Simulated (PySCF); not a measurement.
**Electron correlation in Nb (niobium, neutral)**

[Kr] 4d4 5s1, high-spin 6D determinant. Calculation: PySCF 2.14, in x2c-TZVPPall (8s6p6d2f1g, 79 functions); scalar relativity by spin-free X2C-1e. Frozen: [Ar] 3d10; 13 electrons correlated.

MP2 pair energies summed by pair of shells (mhartree):

```csv
pair,energy,share (%)
4p-4d,-109.75,35.3
4p-4p,-89.10,28.7
4d-4d,-35.86,11.5
4s-4p,-29.74,9.6
4d-5s,-15.12,4.9
4s-4d,-12.66,4.1
4p-5s,-12.60,4.1
4s-4s,-5.30,1.7
4s-5s,-0.72,0.2
```

Total MP2 correlation energy: -310.86 mhartree.

Same-spin part -119.79 and opposite-spin part -191.07 mhartree; SCS-MP2 scales them by 1/3 and 6/5 to -269.21 mhartree.

This basis was not built for core-valence correlation, so the inner-shell part is incomplete.
